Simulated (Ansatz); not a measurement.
Consider the ligand exchange at the Si–C bond: `[SiH3]C([SiH3])I` + `O[Si](O)(F)O[SiH3]` → `O[Si](F)(O[SiH3])O[SiH3]` + `[SiH3]CI`.

Gas-phase electronic energies from Ansatz, PBE0-D4/def2-TZVP geometries. CCSD(T)/CBS adds triple-zeta CCSD(T) − MP2 to the extrapolated MP2 energy (def2 sets, frozen cores). Functionals use def2-TZVPP. B3LYP here is the variant with VWN-RPA as its local correlation; programs differ in this. Elements past krypton have def2 core potentials. For I outer-core shells are correlated without core-valence functions, which leaves a few kJ/mol of doubt a bond. Each species was taken in one conformer, which may not be the lowest.

```
             level  ΔE (kJ/mol)  difference from CCSD(T)/CBS
            PBE-D4        -83.8                         11.5
         r2SCAN-D4        -96.7                         -1.4
           PBE0-D4        -89.6                          5.7
          B3LYP-D4       -103.1                         -7.8
           ωB97X-V        -98.9                         -3.6
           ωB97M-V        -96.3                         -1.0
            B2PLYP       -104.6                         -9.3
               PBE        -87.1                          8.2
              PBE0        -92.3                          3.0
             B3LYP       -109.0                        -13.7
   CCSD/def2-TZVPP       -101.7                         -6.4
CCSD(T)/def2-TZVPP        -96.5                         -1.2
    MP2/def2-QZVPP        -93.6                          1.7
      HF/CBS(def2)       -131.8                        -36.5
     MP2/CBS(def2)        -92.2                          3.1
    CCSD/CBS(def2)       -100.5                         -5.2
       CCSD(T)/CBS        -95.3                            0
```

Largest T1 diagnostic among the species: 0.011.

In def2-TZVPP, CCSD(T) changes the Hartree–Fock value by +32.7 kJ/mol (the triples alone add +5.2 kJ/mol) and MP2 by +35.7 kJ/mol. The D4 term adds +5.9 kJ/mol with B3LYP and +2.7 kJ/mol with PBE0; it sums over pairs of atoms, weighted by their polarisabilities, and B3LYP, whose exchange is more repulsive, gets the larger term.
